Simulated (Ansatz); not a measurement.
A CCSD(T) single point on H6LiNSi2.

```yaml
crystal:
  periodic: [false, false, false]
  atoms:
    - {symbol: Li, position_ang: [-1.635353, -0.312223, -1.448758]}
    - {symbol: N, position_ang: [-0.360013, -0.244961, -0.188726]}
    - {symbol: Si, position_ang: [0.190242, 1.220909, -0.781281]}
    - {symbol: Si, position_ang: [0.148851, -1.213317, 1.099932]}
    - {symbol: H, position_ang: [-0.772793, 1.460143, -1.962013]}
    - {symbol: H, position_ang: [0.044979, 2.436867, 0.074166]}
    - {symbol: H, position_ang: [1.552967, 1.278541, -1.390450]}
    - {symbol: H, position_ang: [-0.704729, -2.440359, 1.183461]}
    - {symbol: H, position_ang: [0.056273, -0.544990, 2.436576]}
    - {symbol: H, position_ang: [1.562577, -1.691712, 0.980093]}
basis:
  gaussian: {orbitals: def2-SVP}
correlation: {method: ccsd_t}
```

```sh
$ ansatz run in.yaml --threads 2 --pin off --events-out ev --progress --plain
```

The program prints (abridged):

```
Functional definition: HF
907 factors; integrals over basis functions are off by at most 1.2e-3 eV
mean field evaluation 1: about -17494.7284 eV, gradient 4.3e1 eV
mean field evaluation 2: about -17494.7486 eV, gradient 4.3e1 eV
mean field evaluation 4: about -17499.2111 eV, gradient 3.2e0 eV
mean field evaluation 8: about -17499.2598 eV, gradient 9.5e-2 eV
mean field evaluation 16: about -17499.2272 eV, gradient 3.6e-1 eV
mean field -17499.25985268 eV, -643.0859381618 hartree, gradient 6.9e-6 eV, S^2 0.000000; 0 other end points of the search recorded, 0 dependent functions left out
11 core orbitals not correlated: weight in the atoms' cores, before any rotation towards them, 1.000 or more for the frozen orbitals, at most 0.000 for the correlated occupied ones
reference -17499.25985268 eV, -643.0859381618 hartree; 11, 11 occupied and 67, 67 virtual orbitals, 907 factors
second order -10.48883273 eV of doubles, -0.00000000 eV of singles
cycle   1  -11.28659368 eV  change   -8.0e-1 eV  update   9.1e-2
cycle   2  -11.69782095 eV  change   -4.1e-1 eV  update   2.7e-2
cycle   3  -11.77909557 eV  change   -8.1e-2 eV  update   1.3e-2
cycle   4  -11.77387307 eV  change    5.2e-3 eV  update   3.0e-3
cycle   5  -11.77352606 eV  change    3.5e-4 eV  update   1.2e-3
cycle   6  -11.77344354 eV  change    8.3e-5 eV  update   3.5e-4
cycle   7  -11.77334997 eV  change    9.4e-5 eV  update   1.5e-4
cycle   8  -11.77337063 eV  change   -2.1e-5 eV  update   5.1e-5
cycle   9  -11.77337696 eV  change   -6.3e-6 eV  update   1.4e-5
perturbative correction -0.31683618 eV, -0.0116435148 hartree
Total energy: -17511.35006582 eV, -643.5302452995 hartree
```

It took 2.3 s on 2 threads of a server CPU on a shared host, with 0.29 GiB of host memory at the peak.

The correlation energy is -12.090 eV, 2.6 % of it from (T); the T1 diagnostic reads 0.0122.
